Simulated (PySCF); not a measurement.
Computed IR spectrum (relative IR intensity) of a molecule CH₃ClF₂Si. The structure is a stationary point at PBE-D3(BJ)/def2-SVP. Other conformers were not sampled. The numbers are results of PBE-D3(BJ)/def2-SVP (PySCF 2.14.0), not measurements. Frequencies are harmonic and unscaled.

| ν (cm⁻¹) | relative intensity |
|---|---|
| 245 | 2.6 |
| 282 | 8.8 |
| 319 | 21 |
| 525 | 35 |
| 712 | 28 |
| 761 | 2.2 |
| 786 | 78 |
| 888 | 100 |
| 949 | 94 |
| 1233 | 22 |
| 1373 | 3.6 |

Q: Pick the molecule that these values belong to.
A) C[Si](F)(F)Cl
B) FC(F)[SiH2]Cl
C) FC[Si@@H](F)Cl

A: A, C[Si](F)(F)Cl
